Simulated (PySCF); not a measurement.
## Ionisation energy of Sr²⁶⁺ by level of theory

Sr²⁶⁺ [Ne] 3s2 (1S) → Sr²⁷⁺ [Ne] 3s1 (2S), as a difference of total energies. Computed with PySCF 2.14 in an uncontracted even-tempered set (16 s from 3.4 bohr⁻², ratio 2.5; 10 p from 4.4 bohr⁻², ratio 2.5; 5 d from 17 bohr⁻², ratio 2.7; 4 f from 25 bohr⁻², ratio 2.7), with no relativity, point nucleus. Correlated levels: outer shells: 1s2 frozen; virtual orbitals above 40 to 60 times the deepest correlated orbital energy dropped. The calculations carry no spin-orbit coupling.

| method | ionisation energy (eV) |
| --- | --- |
| UHF | 1304.7 |
| MP2 (outer shells) | 1307.8 |
| SCS-MP2 (outer shells) | 1308.2 |
| CCSD (outer shells) | 1308.8 |
| CCSD(T) (outer shells) | 1308.8 |

Task: How much does correlation contribute at CCSD(T) (outer shells)?

Result: 1308.8 − (1304.7) = 4.1 eV, measured against UHF.

The gap to the reference is mostly relativistic.

For comparison: 1333.4 ± 1.9 eV (semi-empirical (NIST evaluation); NIST Atomic Spectra Database, ionization energies).
